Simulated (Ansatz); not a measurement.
Basis-set extrapolation for C₈H₁₈N₂, SMILES `CCCC/N=N/CCCC` (PBE0-D4/def2-TZVP geometry, frozen core, the Gaussian-basis code of Ansatz). Multiplicity 1, RHF reference.

```json
{"": "HF", "def2-TZVPP": "-422.441056", "def2-QZVPP": "-422.460910"}
{"": "MP2 correlation", "def2-TZVPP": "-1.795477", "def2-QZVPP": "-1.909878"}
{"": "CCSD(T) correlation", "def2-TZVPP": "-1.966835", "def2-QZVPP": "not run"}
```

Energies in hartree. Use E(X) = E(∞) + A·exp(−7.88·√X) for Hartree–Fock and E(X) = E(∞) + B·X^(−2.97) for correlation, with X = 3 and 4, and add CCSD(T) minus MP2 of the smaller set to the MP2 limit.

**Question.** What is the CCSD(T) energy at the basis-set limit?

**Answer.** HF limit: -422.460910 + (-0.019854) × 0.13774 = -422.46364. MP2 limit: -1.909878 + (-0.114401) × 0.74074 = -1.99462. Higher-order term: -1.966835 − (-1.795477) = -0.17136. Total: -424.62962 hartree, 139.1 kcal/mol below CCSD(T)/def2-TZVPP.
